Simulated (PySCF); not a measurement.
NMR data simulated for an unnamed compound:

¹H NMR (400 MHz, computed): δ 6.04 (m, 2H), 5.89 (d, 1H), 5.33 (m, 2H), 5.30 (m, 2H), 4.85 (m, 1H), 4.52 (s, 3H), 3.32 (m, 1H).

¹³C{¹H} NMR (computed): δ 150.0 (CH), 136.2 (CH), 133.9 (CH), 122.8 (CH2), 54.8 (CH).

PySCF 2.14 calculation with structure optimised with PBE0-D3(BJ)/def2-SVP and B3LYP/pcSseg-1 with gauge-including orbitals; averaged over atoms made equivalent by symmetry, fast rotation or ring inversion, one computed conformer, in vacuum, non-relativistic Hamiltonian.

Referencing at the same level of theory: TMS for ¹H, ¹³C.

Q: Which of these does the molecule contain: a non-aromatic C=C double bond, a tert-butyl group, a carboxylic acid, a Si–H bond, a nitrile, a vinyl group CH=CH2?

A: 
- A non-aromatic C=C double bond: yes.
- A tert-butyl group: no.
- A carboxylic acid: no.
- A Si–H bond: yes (δH 4.52 (s)).
- A nitrile: no.
- A vinyl group CH=CH2: yes (δC 122.8, 150.0; δH 5.30 (m), 5.33 (m), 6.04 (m)).

The data belong to `C=CC(C=C)/C=C/S[SiH3]`, C₇H₁₂SSi; they needn't prove each group on their own.

Carbon signals by region: 4 in the sp2 and nitrile region (100–160 ppm), 1 at 50–100 ppm.

Shifts are as computed. Against solution values, carbons near 30 ppm lie about +2 ppm off and those near 130 ppm about +6 ppm. Of 1309 compounds with measured shifts, 239 miss one by over three times the rms of a fit or turn the order of signals round; such compounds aren't used in these exercises. No couplings were computed; multiplicities are counted from neighbouring protons, with m where these are inequivalent, close in shift, in a saturated or five-membered ring or joined by F or P, and br s for small geminal =CH2 splittings.
